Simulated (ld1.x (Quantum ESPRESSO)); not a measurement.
## Configuration tests for B (Z = 5) (PAW)

* Element: boron (B)
* Generator: ld1.x (Quantum ESPRESSO) 7.5
* Type: PAW
* Functional: PW91
* Relativity: non-relativistic
* Frozen core: [He]
* Valence charge: 3
* Reference configuration: 2s2 2p1
* Partial waves: 2s (bound): rcut 1.30, rcutus 1.65 bohr; 2s channel at 0.4 Ry: rcut 1.30, rcutus 1.65 bohr; 2p (bound): rcut 2.50, rcutus 3.30 bohr; 2p channel at 3 Ry: rcut 2.50, rcutus 3.30 bohr; 3d channel at 0.4 Ry: rcut 3.70, rcutus 4.05 bohr; 3d channel at 1.2 Ry: rcut 3.70, rcutus 4.05 bohr
* Local potential: all-electron potential smoothed inside 1.55 bohr (lloc = -1)
* Core correction: Bessel-smoothed model core inside 0.95 bohr
* Augmentation charge: PSQ, inside the norm-conserving radii

Energies are relative to the spin-unpolarised reference configuration 2s2 2p1; without spin polarisation the order of configurations can differ from experiment.

```csv
valence configuration,charge,ΔE all-electron (eV),error AE − PS (meV)
2s2 2p0,+1,8.271,-0.3
2s1 2p0,+2,33.731,-4.9
2s2 2p0.5,+0.5,2.912,-0.8
2s0 2p3,0,11.706,-1.6
2s1 2p2,0,5.844,-0.2
2s1 2p1,+1,14.401,-3.6
2s2 2p1.3,-0.3,-0.752,-0.6
```

Levels in the configuration 2s1 2p1:

```tsv
level	all-electron (eV)	pseudo (eV)
2s	-19.636	-19.640
2p	-13.511	-13.514
```
